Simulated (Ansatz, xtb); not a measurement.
Two conformers of FH2P2Si

We compare a, `F[Si@@H]1[P]P1`, a doublet, with b, `F[Si@H]1[P]P1`, a doublet. Both are isolated molecules in the gas phase, relaxed with r2SCAN-D4/def2-SVP.

a (Å):

```yaml
atoms:
  - { symbol: F, position_ang: [-0.2783, 2.4971, -3.0977] }
  - { symbol: P, position_ang: [-1.3262, 0.2441, -0.8496] }
  - { symbol: P, position_ang: [0.9264, 0.4532, -0.8745] }
  - { symbol: Si, position_ang: [-0.2711, 0.9311, -2.6618] }
  - { symbol: H, position_ang: [-0.2929, 0.1119, -3.8960] }
  - { symbol: H, position_ang: [1.2901, -0.9084, -1.1383] }
```

b (Å):

```xyz
6

F    -1.7063    0.7158   -1.4461
P     1.3098   -0.5014   -1.0658
P     1.0937    0.1483   -3.2179
Si   -0.1282    1.0681   -1.6251
H     0.0451    2.5185   -1.3882
H     0.2643   -0.9249   -3.6787
```

Energies in hartree; the thermal terms are from r2SCAN-D4/def2-SVP harmonic frequencies (ideal gas, rigid rotor, one conformer each, 200 K, 1 atm) and include the zero-point energy:

```
                               a            b
E, CCSD(T)/def2-SVP  −1071.196400  −1071.196846
  zero-point energy      0.022009      0.022116
       H(200 K) − E      0.025621      0.025717
       G(200 K) − E      0.003266      0.003388
```

**Question.** Work out ΔE, ΔE₀, ΔH and ΔG for a → b in kJ/mol (1 Eh = 2625.50 kJ/mol) and the equilibrium ratio [b]/[a].

**Answer.** 1. ΔE = −1071.196846 − (−1071.196400) = −0.000446 Eh = −1.17 kJ/mol.
2. ΔE₀ = ΔE + ΔZPE = −0.000446 + (+0.000107) Eh = −0.89 kJ/mol.
3. ΔH = ΔE + (+0.000096) Eh = −0.92 kJ/mol.
4. ΔG = ΔE + (+0.000122) Eh = −0.85 kJ/mol, so ΔS = (ΔH − ΔG)/T = −0.3 J/(mol K).
5. kT = 0.6334 mEh, so K = [b]/[a] = exp(−ΔG/kT) = exp(+0.51) ≈ 1.7.

The two are too close for this level to say which is favoured. An error of 4 kJ/mol in ΔG would change K by a factor of 11. Mirror images and further conformers aren't counted.

Other levels gave ΔE = −1.9 (r2SCAN-D4/def2-SVP); +0.4 (HF/def2-SVP); −1.0 (MP2/def2-SVP) kJ/mol. Open shells are spin-unrestricted. The correlated steps freeze 16 core orbitals. Programs: Ansatz 0.2.0.
